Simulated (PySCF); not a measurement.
**Pb: excitation energy**

Pb [Xe] 4f14 5d10 6s2 6p2 (3P) → Pb [Xe] 4f14 5d10 6s1 6p3 (5S), as a difference of total energies. Calculation: PySCF 2.14, in aug-cc-pwCVTZ-PP with ECP60MDF; scalar relativity through the core potential. Correlated levels: valence: 5s2 5p6 5d10 frozen; valence and next inner shell: nothing frozen outside the core potential. The calculations carry no spin-orbit coupling.

```
                                method  excitation energy (eV)
                                   UHF                   4.699
                                   LDA                   7.251
                                   PBE                   6.972
                                  PBE0                   6.554
                                r2SCAN                   6.431
                                 TPSSh                   6.683
                               wB97M-V                   6.412
                                 B97-3                   6.921
                               r2SCANh                   6.337
                         MP2 (valence)                   5.367
                     SCS-MP2 (valence)                   5.668
    MP2 (valence and next inner shell)                   6.585
SCS-MP2 (valence and next inner shell)                   6.705
```

**Question.** How much does correlation contribute at MP2 (valence and next inner shell)?

**Answer.** 6.585 − (4.699) = 1.886 eV, measured against UHF.

Spin-orbit coupling is strong in these open shells (close to jj coupling). The scalar numbers leave it out and a first-order estimate fails, so it can dominate the gap to the real levels.
